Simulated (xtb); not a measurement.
As4, charge +1, doublet, from a rough starting geometry (a state made from the parent by changing its charge; the spin is typed, not shown lowest); GFN2-xTB run with xtb.

xtb was given this input:
```
$ xtb mol.xyz --gfn 2 --chrg 1 --uhf 1 --opt vtight --json

# file mol.xyz
4

As    -0.95673851     0.12715529    -1.06069770
As     0.66105065     1.32262743     0.13951567
As     1.00207195    -1.02538382    -0.30578955
As    -0.64642581    -0.37135572     1.27093998
```

Predict the main parts of the log of this xtb run.


```
   ID    Z sym.   atoms
    1   33 As     1-4

           -------------------------------------------------
          |                Calculation Setup                |
           -------------------------------------------------

           -------------------------------------------------
          |                 G F N 2 - x T B                 |
           -------------------------------------------------

          ...................................................
          :                      SETUP                      :
          :.................................................:
          :  # basis functions                  40          :
          :  # atomic orbitals                  36          :
          :  # shells                           12          :
          :  # electrons                        19          :
          :  max. iterations                   250          :
          :  Hamiltonian                  GFN2-xTB          :
          :  restarted?                      false          :
          :  GBSA solvation                  false          :
          :  PC potential                    false          :
          :  electronic temp.          300.0000000     K    :
          :  accuracy                    1.0000000          :
          :  -> integral cutoff          0.2500000E+02      :
          :  -> integral neglect         0.1000000E-07      :
          :  -> SCF convergence          0.1000000E-05 Eh   :
          :  -> wf. convergence          0.1000000E-03 e    :
          :  Broyden damping             0.4000000          :
          :  net charge                          1          :
          :  unpaired electrons                  1          :
          ...................................................

 iter      E             dE          RMSdq      gap      omega  full diag
   1     -9.0975692 -0.909757E+01  0.130E+01    3.56       0.0  T
   2     -9.0990059 -0.143663E-02  0.816E+00    3.62       1.0  T
   3     -9.0995403 -0.534442E-03  0.338E+00    3.78       1.0  T
   4     -9.0900931  0.944721E-02  0.459E+00    3.76       1.0  T
   5     -9.0934770 -0.338396E-02  0.509E+00    3.76       1.0  T
   6     -9.1010475 -0.757043E-02  0.676E-01    3.77       1.0  T
   7     -9.1011586 -0.111136E-03  0.428E-01    3.77       1.0  T
   8     -9.1011783 -0.197336E-04  0.210E-01    3.77       1.0  T
   9     -9.1011852 -0.683169E-05  0.997E-02    3.77       1.0  T
  10     -9.1011854 -0.228230E-06  0.155E-02    3.77       3.2  T
  11     -9.1011856 -0.192762E-06  0.740E-03    3.77       6.8  T
  12     -9.1011856 -0.240079E-08  0.162E-03    3.77      30.8  T
  13     -9.1011856 -0.314291E-10  0.118E-03    3.77      42.3  T
  14     -9.1011856 -0.747669E-11  0.945E-05    3.77     529.0  T
  15     -9.1011856 -0.676792E-12  0.219E-05    3.77    2279.1  T

   *** convergence criteria satisfied after 15 iterations ***

         :::::::::::::::::::::::::::::::::::::::::::::::::::::
         ::                     SUMMARY                     ::
         :::::::::::::::::::::::::::::::::::::::::::::::::::::
         :: total energy              -9.088438983788 Eh    ::
         :: gradient norm              0.035216777211 Eh/a0 ::
         :: HOMO-LUMO gap              3.765173273898 eV    ::
         ::.................................................::
         :: SCC energy                -9.101185484436 Eh    ::
         :: -> isotropic ES            0.037125768432 Eh    ::
         :: -> anisotropic ES          0.015106564126 Eh    ::
         :: -> anisotropic XC         -0.002519447105 Eh    ::
         :: -> dispersion             -0.005290236174 Eh    ::
         :: repulsion energy           0.012746500648 Eh    ::
         :: add. restraining           0.000000000000 Eh    ::
         :: total charge               1.000000000000 e     ::
         :::::::::::::::::::::::::::::::::::::::::::::::::::::

      -----------------------------------------------------------
[...]
 * total energy  :    -9.0930294 Eh     change       -0.9555577E-03 Eh
 * total energy  :    -9.0940207 Eh     change       -0.9913357E-03 Eh
 * total energy  :    -9.0937609 Eh     change        0.2598645E-03 Eh
 * total energy  :    -9.0944536 Eh     change       -0.6927097E-03 Eh
 * total energy  :    -9.0944959 Eh     change       -0.4236935E-04 Eh
 * total energy  :    -9.0944842 Eh     change        0.1176216E-04 Eh
 * total energy  :    -9.0945024 Eh     change       -0.1818278E-04 Eh
 * total energy  :    -9.0944904 Eh     change        0.1195971E-04 Eh
 * total energy  :    -9.0945044 Eh     change       -0.1400971E-04 Eh
 * total energy  :    -9.0945057 Eh     change       -0.1258039E-05 Eh
 * total energy  :    -9.0945060 Eh     change       -0.3495602E-06 Eh
 * total energy  :    -9.0945060 Eh     change       -0.5066099E-09 Eh
   *** GEOMETRY OPTIMIZATION CONVERGED AFTER 16 ITERATIONS ***
         :: total energy              -9.094506014961 Eh    ::
[...]
      -------------------------------------------------------------
         1        2.0000           -0.8520996             -23.1868
         2        2.0000           -0.8231054             -22.3978
         3        2.0000           -0.8231038             -22.3978
         4        2.0000           -0.8074384             -21.9715
         5        2.0000           -0.6041690             -16.4403
         6        2.0000           -0.5814318             -15.8216
         7        2.0000           -0.5809569             -15.8086
         8        2.0000           -0.5809558             -15.8086
         9        2.0000           -0.5671923             -15.4341
        10        1.0000           -0.5313958             -14.4600 (HOMO)
        11                         -0.4236770             -11.5288 (LUMO)
        12                         -0.4236745             -11.5288
        13                         -0.3992590             -10.8644
        14                         -0.2959100              -8.0521
        15                         -0.2959032              -8.0519
        16                         -0.2707938              -7.3687
        17                         -0.1791084              -4.8738
        18                         -0.1791052              -4.8737
        19                         -0.0985492              -2.6817
        20                         -0.0811018              -2.2069
        21                         -0.0660379              -1.7970
       ...                                ...                  ...
        36                          1.3357177              36.3467
      -------------------------------------------------------------
                  HL-Gap            0.1077189 Eh            2.9312 eV
             Fermi-level           -0.5134152 Eh          -13.9707 eV

     #   Z          covCN         q      C6AA      α(0)
     1  33 As       2.884     0.250   207.158    26.378
     2  33 As       2.884     0.250   207.158    26.378
     3  33 As       2.884     0.250   207.158    26.378
     4  33 As       2.884     0.250   207.158    26.378

 Mol. C6AA /au·bohr⁶  :       3314.533787
 Mol. C8AA /au·bohr⁸  :     255293.749897
 Mol. α(0) /au        :        105.510729

Wiberg/Mayer (AO) data.
largest (>0.10) Wiberg bond orders for each atom

 ---------------------------------------------------------------------------
     #   Z sym  total        # sym  WBO       # sym  WBO       # sym  WBO
 ---------------------------------------------------------------------------
     1  33 As   2.831 --     3 As   1.062     2 As   1.062     4 As   0.707
     2  33 As   2.831 --     4 As   1.062     1 As   1.062     3 As   0.707
     3  33 As   2.831 --     1 As   1.062     4 As   1.062     2 As   0.707
     4  33 As   2.831 --     2 As   1.062     3 As   1.062     1 As   0.707
 ---------------------------------------------------------------------------

Topologies differ in total number of bonds
Writing topology from bond orders to xtbtopo.mol

molecular dipole:
                 x           y           z       tot (Debye)
 q only:        0.028       0.025       0.021
   full:        0.028       0.025       0.021       0.110
molecular quadrupole (traceless):
                xx          xy          yy          xz          yz          zz
 q only:       -0.866      -0.217       0.423       0.141       0.024       0.444
  q+dip:        0.247       0.063      -0.120      -0.039      -0.006      -0.126
   full:       -0.378      -0.094       0.184       0.062       0.011       0.194

optimized geometry written to: xtbopt.xyz

           -------------------------------------------------
          | TOTAL ENERGY               -9.094506014961 Eh   |
          | GRADIENT NORM               0.000008880613 Eh/α |
          | HOMO-LUMO GAP               2.931179153330 eV   |
           -------------------------------------------------

normal termination of xtb
```
